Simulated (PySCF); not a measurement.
First SCF of a structure search on singlet Cs2F2, at a hand-made linear X-M-M-X geometry. PySCF input:

```python
from pyscf import gto, scf, dft
mol = gto.M(atom='''
Cs     0.000000     0.000000     2.320000
Cs     0.000000     0.000000    -2.320000
F      0.000000     0.000000     5.280000
F      0.000000     0.000000    -5.280000''',
    basis={'Cs': 'def2-TZVP', 'F': 'def2-TZVP'},
    ecp={'Cs': 'def2-TZVP'},
    charge=0, spin=0)
mf = dft.RKS(mol, xc='PBE0')
mf.grids.atom_grid = (50, 194)
aux = {'Cs': 'def2-universal-JKFIT', 'F': 'def2-universal-JKFIT'}
mf = mf.density_fit(auxbasis=aux)
mf.conv_tol = 1e-08
mf.diis_space = 10
mf.max_cycle = 60
mf.init_guess = 'minao'
mf.verbose = 4
mf.kernel()
```

Excerpt of the output (cycles and frontier levels):

```
init E= -232.879551027561
  HOMO = -0.631289181026109  LUMO = -0.295335771914679  gap/eV = 9.14176
cycle= 1 E= -239.653207430946  delta_E= -6.77  |g|= 1.18  |ddm|= 2.51
cycle= 2 E= -216.414323058199  delta_E= 23.2  |g|= 4.58  |ddm|= 14.1
  HOMO = -0.404798620926345  LUMO = -0.0449438971378299  gap/eV = 9.79215
cycle= 3 E= -239.779504280545  delta_E= -23.4  |g|= 0.786  |ddm|= 14.1
  HOMO = -0.306418468550958  LUMO = -0.098393539384455  gap/eV = 5.66065
cycle= 4 E= -239.874406162497  delta_E= -0.0949  |g|= 0.544  |ddm|= 0.627
  HOMO = -0.203785629888256  LUMO = -0.0929328198892031  gap/eV = 3.01646
cycle= 5 E= -239.930044482913  delta_E= -0.0556  |g|= 0.145  |ddm|= 0.821
  HOMO = -0.208308804289607  LUMO = -0.0936627925818858  gap/eV = 3.11968
cycle= 6 E= -239.93547047326  delta_E= -0.00543  |g|= 0.0121  |ddm|= 0.187
  HOMO = -0.210642044904199  LUMO = -0.0928173305597919  gap/eV = 3.20617
cycle= 7 E= -239.935511982608  delta_E= -4.15e-05  |g|= 0.00412  |ddm|= 0.0172
  HOMO = -0.211160630712981  LUMO = -0.0927159700900067  gap/eV = 3.22304
cycle= 8 E= -239.935514946478  delta_E= -2.96e-06  |g|= 0.00151  |ddm|= 0.00319
  HOMO = -0.211339336103436  LUMO = -0.0926961738997912  gap/eV = 3.22844
cycle= 9 E= -239.935515340072  delta_E= -3.94e-07  |g|= 0.00032  |ddm|= 0.00102
  HOMO = -0.211386384147977  LUMO = -0.092694200672557  gap/eV = 3.22978
cycle= 10 E= -239.935515358323  delta_E= -1.83e-08  |g|= 2.52e-05  |ddm|= 0.000299
  HOMO = -0.211382499368167  LUMO = -0.0926943214009821  gap/eV = 3.22967
cycle= 11 E= -239.935515358453  delta_E= -1.3e-10  |g|= 3.01e-07  |ddm|= 2.8e-05
  HOMO = -0.211382399071746  LUMO = -0.092694270513551  gap/eV = 3.22967
Extra cycle  E= -239.935515358454  delta_E= -4.55e-13  |g|= 2.66e-07  |ddm|= 1.3e-06
converged SCF energy = -239.935515358454
```

No lower solution of this spin was found by a stability analysis within the restricted form, which does not test spin polarisation.

The search for the lowest solution, with the stability check, took 2.5 s on 4 threads of a shared Arm Neoverse V2 host, with 120 basis functions; the process peaked at 0.41 GiB. Launch command: `OMP_NUM_THREADS=4 python axn.py task.json out`.
